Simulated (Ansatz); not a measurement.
```yaml
crystal:
  periodic: [false, false, false]
  atoms:
    - {symbol: C, position_ang: [-0.182637, 0.559160, -1.219977]}
    - {symbol: Sn, position_ang: [0.506741, -0.700773, 0.342123]}
    - {symbol: F, position_ang: [2.156104, 0.131829, 0.900232]}
    - {symbol: Se, position_ang: [-1.033278, -0.731838, 2.329872]}
    - {symbol: H, position_ang: [-1.139651, 0.198168, -1.595299]}
    - {symbol: H, position_ang: [-0.299308, 1.568890, -0.827948]}
    - {symbol: H, position_ang: [0.552142, 0.565967, -2.024743]}
    - {symbol: H, position_ang: [0.946878, -2.305190, -0.023058]}
    - {symbol: H, position_ang: [-1.418391, 0.667487, 2.101598]}
basis:
  gaussian: {orbitals: ANO-RCC-VTZP, final_grid: {core_spheres: 5, valence_spheres: 4, degree: 11}}
magnetization: {spin_polarized: true, initial_magnetization: 1}
hamiltonian: {xc: {name: r2SCAN50}, dispersion: d3bjatm}
```

```sh
$ ansatz run in.yaml --threads 4 --pin off --events-out ev --progress --plain --max-ram 10444MiB
```

It prints (some lines left out):

```
Error: a molecule whose nuclei and cores have a total charge of 104 cannot have a net charge of 0 together with 1 unpaired electrons
```

**Question.** Something in this input is off. What?

**Answer.** The number of unpaired electrons doesn't fit the electron count. The input was rejected before any iteration.
